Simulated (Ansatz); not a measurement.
Geometry optimisation, RKS r2SCAN-D4/6-31G* (Ansatz).

Input:

```yaml
crystal:
  periodic: [false, false, false]
  atoms:
    - { symbol: B, position_ang: [0.0, 0.0, 0.0] }
    - { symbol: F, position_ang: [0.0, 0.0, 1.67] }
    - { symbol: "N", position_ang: [1.3423, 0.0, -0.775] }
    - { symbol: H, position_ang: [1.8089, -0.9179, -1.0268] }
    - { symbol: H, position_ang: [1.7937, 0.9179, -1.0532] }
    - { symbol: "N", position_ang: [-1.3423, 0.0, -0.775] }
    - { symbol: H, position_ang: [-2.0112, -0.8164, -0.6764] }
    - { symbol: H, position_ang: [-1.5914, 0.8164, -1.4036] }
    - { symbol: O, position_ang: [-0.2139, 1.6086, 0.5392] }
    - { symbol: C, position_ang: [-1.4111, 2.3603, 0.4047] }
    - { symbol: H, position_ang: [-2.1842, 1.7397, -0.0944] }
    - { symbol: H, position_ang: [-1.7728, 2.6639, 1.4093] }
    - { symbol: H, position_ang: [-1.2133, 3.2659, -0.206] }
    - { symbol: H, position_ang: [-0.1354, 1.0186, 1.5024] }
basis:
  gaussian: { orbitals: "6-31G*" }
hamiltonian:
  xc: r2scan
  dispersion: d4
relax:
  f_tol: 0.15
  max_steps: 25
  restrain:
    - { distance: [0, 8], at: 2.61, k: 30.0 }
    - { distance: [13, 1], at: 2.12, k: 30.0 }
    - { distance: [0, 1], at: 1.32, k: 30.0 }
    - { distance: [13, 8], at: 1.01, k: 30.0 }
```

Run as:

```bash
$ ansatz run input.yaml --threads 4 --pin off --max-ram 5120MiB --backend cpu --events-out ev --progress --plain --runs-dir out
```

Problem. Where does it end, and by what steps?

Solution. The run converged. The restraints hold the end off the free minimum; the threshold counts their pulls, which the force column leaves out. Restrained pairs: B1–O9 (1.71 → 2.62 Å), F2–H14 (1.04 → 2.12 Å), B1–F2 (1.67 → 1.35 Å), O9–H14 (1.13 → 0.98 Å). After 16 steps the energy has fallen by 4.427 eV (the restraints' own energy left out); H4 moved furthest, 1.30 Å.

```
step  energy less start (eV)  largest force component (eV/Å)  accepted
   0                  0.0000                           6.859       yes
   1                 -1.2228                           3.612       yes
   2                 -1.7806                           3.473       yes
   3                 -2.2695                           3.489       yes
   4                 -3.2071                           1.778       yes
   5                 -3.5510                           1.618       yes
   6                 -3.7942                           0.857       yes
   7                 -3.9592                           0.971       yes
   8                 -4.0354                           1.273       yes
   9                 -4.1646                           0.807       yes
  10                 -4.2698                           0.841       yes
  11                 -4.3367                           0.984       yes
  12                 -4.3821                           0.915       yes
  13                 -4.3898                           0.988       yes
  14                 -4.4203                           0.892       yes
  15                 -4.4243                           0.879       yes
  16                 -4.4272                           0.889       yes
```

```xyz
14
Properties=species:S:1:pos:R:3
B -0.023 -0.329 -0.253
F -0.122 -0.685 1.042
N 1.278 -0.195 -0.814
H 2.032 0.044 -0.185
H 1.397 0.242 -1.717
N -1.223 -0.298 -1.011
H -2.107 -0.585 -0.622
H -1.273 -0.018 -1.978
O -0.119 2.035 0.874
C -1.391 2.638 0.698
H -2.147 1.920 0.343
H -1.751 3.118 1.622
H -1.272 3.413 -0.066
H -0.210 1.358 1.584
```

The run took 41 s on 4 threads of Arm Neoverse V1, on a shared host, peak memory 0.21 GiB.
